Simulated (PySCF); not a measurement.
Cd(I)2 cation (CdI2), SMILES [I][Cd][I] (connectivity only; charge and spin as stated), charge +1, multiplicity 2.

Geometry: B3LYP-D3(BJ)/def2-SVP. The spin state was assumed, not searched. The isomer is the one that the SMILES or the coordinates give; other isomers of the formula were not compared. The def2 effective core potentials stand for the cores of Cd, I; spin–orbit coupling is left out.

Method: B3LYP-D3(BJ)/def2-SVP in PySCF.

Frequencies are harmonic and unscaled.

Computed vibrational spectrum:
| mode | ν (cm⁻¹) | IR (km/mol) | moving atoms (share of kinetic energy) |
|---|---|---|---|
| 1 | 42 | 1.7 | Cd 69 %, I 31 % |
| 2 | 44 | 1.5 | Cd 69 %, I 31 % |
| 3 | 134 | 0.0 | I 100 % |
| 4 | 221 | 29.7 | Cd 69 %, I 31 % |
